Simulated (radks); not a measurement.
Results of a calculation; reference values are marked as such.
Ionisation of the scandium ion Sc3+, [Ar], to Sc4+, [Ne] 3s2 3p5, under several functionals. Scalar-relativistic Kohn-Sham, spin-unpolarised, spherical densities, finite nucleus; a radial shooting solver on a logarithmic mesh with Libxc functionals.

| functional | E(Sc3+) (hartree) | Exc (hartree) | IE (eV) | -e(HOMO) (eV) | <r> HOMO (bohr) | IE error (eV) |
|---|---|---|---|---|---|---|
| r2SCAN | -762.63921 | -38.29398 | 74.651 | 65.418 | 1.129 | +1.161 |
| PW91 | -762.65425 | -38.31375 | 73.991 | 64.695 | 1.129 | +0.501 |
| RPBE | -762.59662 | -38.25583 | 73.882 | 64.588 | 1.129 | +0.392 |
| exchange-only PBE | -761.66570 | -37.30286 | 72.574 | 63.296 | 1.133 | -0.915 |
| LDA (Slater exchange, VWN5 correlation) | -760.66801 | -36.27612 | 73.929 | 64.645 | 1.129 | +0.440 |

NIST Atomic Spectra Database: 73.489 eV (measured). Closest: RPBE. The Delta-SCF values span 2.08 eV, the total energies 1.99 hartree. The highest occupied level is 3p. Spin polarisation and multiplet splitting are left out, so open shells lie too high by an amount that depends on their filling.

Beside tabulated values, note that spin-unpolarised runs miss the spin-polarisation part of the exchange energy of open shells.
